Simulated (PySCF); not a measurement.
**2-(methylsulfonyl)pyridine (SMILES c1cccc(S(C)(=O)=O)n1)**

Geometry:
| atom | x (Å) | y (Å) | z (Å) |
| --- | --- | --- | --- |
| C1 | -2.341 | -0.713 | -0.496 |
| S2 | -1.543 | 0.351 | 0.685 |
| O3 | -1.911 | 1.739 | 0.409 |
| O4 | -1.743 | -0.222 | 2.011 |
| C5 | 0.204 | 0.185 | 0.269 |
| C6 | 0.984 | 1.336 | 0.218 |
| C7 | 2.347 | 1.162 | -0.011 |
| C8 | 2.839 | -0.130 | -0.184 |
| C9 | 1.949 | -1.204 | -0.126 |
| N10 | 0.648 | -1.049 | 0.105 |
| H11 | -2.206 | -0.299 | -1.502 |
| H12 | -1.900 | -1.713 | -0.401 |
| H13 | -3.401 | -0.717 | -0.208 |
| H14 | 0.518 | 2.315 | 0.344 |
| H15 | 3.015 | 2.024 | -0.058 |
| H16 | 3.901 | -0.308 | -0.367 |
| H17 | 2.302 | -2.230 | -0.269 |

The calculation used TDDFT CAM-B3LYP/aug-cc-pVDZ excited states, vertical, gas phase (PySCF). Geometry: PBE0-D3(BJ)/def2-SVP.

Q: How strongly do the lowest singlets absorb one photon, and two photons of half the energy?

A: δ for parallel linear polarisation; σ at the peak of a Lorentzian of half width 0.1 eV, single beam; Ω is circular over linear.
| state | E (eV) | f | photon λ (nm) | δ (au) | σ (GM) | Ω | main |
| --- | --- | --- | --- | --- | --- | --- | --- |
| S1 | 5.00 | 0.004 | 496 | 2.18 | 0.02 | 1.23 | HOMO→LUMO 0.77 |
| S2 | 5.45 | 0.009 | 455 | 1.67 | 0.02 | 0.75 | HOMO→LUMO+1 0.63, HOMO−3→LUMO+1 0.12 |
| S3 | 5.49 | 0.069 | 452 | 3.29 | 0.04 | 0.91 | HOMO−1→LUMO 0.56, HOMO→LUMO+1 0.12 |
| S4 | 6.15 | 0.074 | 403 | 8.64 | 0.12 | 0.80 | HOMO−1→LUMO+1 0.48, HOMO−3→LUMO 0.20 |
| S5 | 6.30 | 0.003 | 393 | 8.89 | 0.13 | 1.02 | HOMO−4→LUMO 0.42, HOMO−3→LUMO 0.22 |
| S6 | 6.68 | 0.023 | 371 | 60.1 | 0.98 | 0.77 | HOMO−2→LUMO 0.58, HOMO−2→LUMO+1 0.13 |

Among these, the strongest one-photon state is S4, the strongest two-photon state S6, with a dipole change of 7.4 D (relaxed, norm of the difference vector).
